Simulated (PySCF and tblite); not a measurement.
Values are calculated unless marked as measured or tabulated.
Stationary points of C7H14O at GFN2-xTB, in Å:

Structure A

```
 1 C     3.074   -0.491   -0.105
 2 O     2.112    0.143   -0.905
 3 C     0.866    0.500   -0.321
 4 C     0.578    0.066    1.119
 5 C    -0.935    0.223    1.206
 6 C    -1.450   -0.348   -0.124
 7 C    -2.761    0.291   -0.564
 8 C    -0.301   -0.112   -1.124
 9 H     3.312    0.086    0.795
10 H     2.773   -1.504    0.189
11 H     3.966   -0.561   -0.727
12 H     0.805    1.598   -0.370
13 H     1.107    0.669    1.857
14 H     0.846   -0.981    1.259
15 H    -1.192    1.282    1.276
16 H    -1.357   -0.289    2.069
17 H    -1.613   -1.424   -0.006
18 H    -3.530    0.135    0.190
19 H    -2.633    1.361   -0.710
20 H    -3.104   -0.146   -1.499
21 H     0.038   -1.047   -1.570
22 H    -0.602    0.550   -1.934
```

Structure B

```
 1 C     2.292   -1.159   -0.166
 2 O     2.305    0.244   -0.239
 3 C     1.094    0.929    0.024
 4 C     0.612    0.815    1.491
 5 C    -0.870    0.441    1.425
 6 C    -1.018   -0.315    0.102
 7 C    -2.455   -0.404   -0.388
 8 C    -0.107    0.482   -0.835
 9 H     1.958   -1.527    0.810
10 H     1.666   -1.608   -0.945
11 H     3.324   -1.470   -0.323
12 H     1.363    1.963   -0.211
13 H     0.775    1.745    2.033
14 H     1.183    0.038    1.999
15 H    -1.482    1.344    1.391
16 H    -1.185   -0.152    2.282
17 H    -0.622   -1.328    0.223
18 H    -3.069   -0.944    0.329
19 H    -2.875    0.592   -0.519
20 H    -2.502   -0.924   -1.342
21 H     0.215   -0.084   -1.708
22 H    -0.640    1.365   -1.188
```

Structure C

```
 1 C     3.147   -0.552    0.039
 2 O     1.863   -0.654   -0.516
 3 C     0.948    0.313   -0.039
 4 C     0.485    0.044    1.411
 5 C    -1.028    0.238    1.386
 6 C    -1.431   -0.297    0.011
 7 C    -2.828    0.122   -0.422
 8 C    -0.325    0.246   -0.900
 9 H     3.578    0.442   -0.140
10 H     3.145   -0.742    1.118
11 H     3.759   -1.304   -0.457
12 H     1.419    1.307   -0.114
13 H     0.979    0.692    2.134
14 H     0.719   -0.994    1.655
15 H    -1.272    1.300    1.452
16 H    -1.525   -0.281    2.204
17 H    -1.373   -1.389    0.030
18 H    -3.573   -0.268    0.268
19 H    -2.913    1.207   -0.442
20 H    -3.048   -0.258   -1.417
21 H    -0.146   -0.393   -1.763
22 H    -0.591    1.242   -1.254
```

Geometries: GFN2-xTB; energies: CAM-B3LYP/pcSseg-1 + D3(BJ); zero-point and thermal terms from GFN2-xTB harmonic modes (soft modes blended into free rotors).

Question: Which structure is a saddle point, and along which motion?

Answer: A: one imaginary mode (127i cm⁻¹ at GFN2-xTB, mostly on O2, C1, H10), along the rotation about the C3–O2 bond (torsion C4–C3–O2–C1 from -73° to 67°, rising).

Question: Give their symmetry and energies above the lowest.

Answer: A C1, 5.9 kcal/mol; B C1, 2.4 kcal/mol; C C1, 0.0 kcal/mol.
